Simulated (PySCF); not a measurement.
A structure optimised at PBE0-D3(BJ)/def2-SVP, used in a PySCF frequency run:

```
C
H 1 1.1048
H 1 1.1065 2 104.92
C 1 1.5299 2 110.85 3 118.50
H 4 1.1013 1 111.66 2 179.78
H 4 1.1019 5 106.68 1 122.42
H 4 1.1023 5 107.32 6 114.41
Al 1 1.9511 2 108.65 3 -113.79
N 8 1.7661 1 124.50 2 20.57
H 9 1.0137 8 125.28 1 -1.46
H 9 1.0139 10 110.11 8 -179.93
Cl 8 2.1178 9 115.88 10 178.95
```

Task: Write its SMILES and formula.

Result: C[CH2][Al]([NH2])[Cl], C₂H₇AlClN

Task: What are its rotational constants (standard atomic weights)?

Result: 3.2177, 2.2030, 1.3559 GHz
